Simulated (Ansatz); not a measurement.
GeCl₃⁻. The state is a singlet with charge -1. Geometry PBE0-D4/def2-SVPD, that of the charge -1 singlet.

```tsv
atom	x (Å)	y (Å)	z (Å)
Ge1	-0.653	0.546	-0.147
Cl2	1.475	1.383	0.278
Cl3	-0.055	-0.999	-1.778
Cl4	-0.768	-0.929	1.647
```

The structure comes from a short search, and lower isomers may exist.

Question: Estimate the orbital energies around the gap (eV) in Ansatz with PBE-D4/def2-TZVPD, r2SCAN-D4/def2-TZVPD, PBE0-D4/def2-TZVPD.

Answer: 
| orbital | PBE-D4/def2-TZVPD | r2SCAN-D4/def2-TZVPD | PBE0-D4/def2-TZVPD |
| --- | --- | --- | --- |
| HOMO−5 | -3.17 | -3.52 | -4.58 |
| HOMO−4 | -3.17 | -3.52 | -4.58 |
| HOMO−3 | -2.70 | -3.03 | -4.05 |
| HOMO−2 | -2.69 | -3.03 | -4.05 |
| HOMO−1 | -2.56 | -2.90 | -3.93 |
| HOMO | -1.59 | -1.80 | -2.58 |
| LUMO | 2.80 | 3.16 | 3.47 |
| LUMO+1 | 2.91 | 3.23 | 3.52 |
| LUMO+2 | 2.91 | 3.24 | 3.52 |
| LUMO+3 | 3.35 | 3.94 | 3.81 |
| LUMO+4 | 3.84 | 4.32 | 4.34 |
| LUMO+5 | 3.84 | 4.32 | 4.34 |
| β HOMO | -1.59 | -1.80 | -2.58 |
| β LUMO | 2.80 | 3.16 | 3.47 |
